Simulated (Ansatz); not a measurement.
`C[NH][InH2]` + HBr → `[Br][InH2]` + CH₃NH₂ at 298.15 K and 1 bar (ligand exchange at the In–N bond).

Program: Ansatz. Geometries: PBE0-D4/def2-TZVP. ΔE: electronic, gas phase. CCSD(T)/CBS is the MP2 limit (def2-TZVPP, def2-QZVPP) plus CCSD(T) − MP2 in def2-TZVPP, frozen cores. def2 core potentials past Kr. For Br, In outer-core shells are correlated without core-valence functions, which leaves a few kJ/mol of doubt a bond. Scalar relativity is left out up to krypton.

```tsv
species	CCSD(T)/CBS energy (Eh)	H − E (kJ/mol)	S (J/(mol·K))
`C[NH][InH2]`	-286.14916	189.4	318.2
HBr	-2573.91920	24.6	198.6
`[Br][InH2]`	-2764.36342	45.9	287.5
CH₃NH₂	-95.75281	180.0	240.4
```

H − E and S are ideal-gas, rigid-rotor, harmonic terms from PBE0-D4/def2-TZVP. 1 Eh = 2625.50 kJ/mol, R = 8.31446 J/(mol·K).

**Question.** By hand: ΔE, ΔH, ΔS and ΔG.

**Answer.** ΔE = (-2764.36342) + (-95.75281) − (-286.14916) − (-2573.91920) = -0.04787 Eh = -125.7 kJ/mol. Δ(H − E) = 45.9 + 180.0 − 189.4 − 24.6 = 11.9, so ΔH = -113.8 kJ/mol. ΔS = 287.5 + 240.4 − 318.2 − 198.6 = 11.1 J/(mol·K). ΔG = -113.8 − 298.15 × (11.1)/1000 = -117.1 kJ/mol.

**Question.** By hand: the equilibrium constant, and the temperature at which ΔG would vanish if ΔH and ΔS stayed fixed.

**Answer.** log₁₀ K = −ΔG/(RT ln 10) = 20.5. ΔH and −TΔS have one sign here, so there is no such temperature.

The number of gas molecules stays the same, so ΔS is small and ΔH decides. A doubt of 5 kJ/mol in ΔE shifts log₁₀ K by 0.9 here. These are equilibria of isolated gas molecules and say nothing of rates. Largest T1 diagnostic: 0.016 (customary marks: 0.02 for closed shells, 0.045 for open ones).
